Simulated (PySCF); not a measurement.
MnMe2, C2H6Mn (sextet state).
Geometry (PBE0-D3(BJ)/def2-SVP, Å), atoms numbered from 1 in this order:
```
atom  x, y, z in Å
Mn1   -0.0164   -0.0031   -0.0003
C2    -0.0075   -0.1051    2.0778
H3     0.1217    0.8881    2.5459
H4     0.8124   -0.7375    2.4633
H5    -0.9441   -0.5239    2.4891
C6     0.0038    0.1034   -2.0780
H7    -0.9293   -0.2758   -2.5335
H8     0.8281   -0.4848   -2.5200
H9     0.1313    1.1387   -2.4443
```

The calculation used PBE0-D3(BJ)/def2-SVP geometry optimisation, gas phase (PySCF 2.14.0).

(1) Which atoms are bound to Mn1, and at what distances?

(2) What is the shape at Mn1?

(3) What are the other bond lengths?

## Answers

(1) 2 atoms: C6 2.081 Å, C2 2.081 Å. The nearest atom not counted as bound is H8, at 2.70 Å (others tie with it).

(2) Linear: angle 179.2°.

(3) C2–H3 and 5 like bonds 1.105 Å.

Charge 0, sextet. ⟨S²⟩ = 8.776 (exact for a sextet: 8.75). Stationary, but not proved a minimum.

The run took 1.8 min wall on one thread of an x86-64 server, shared host. This is the geometry optimisation.

Neither the SCF state along the optimisation nor the shape of the open-shell metal species was proved the lowest: other solutions of the same spin, or a structure of lower symmetry, can lie below.
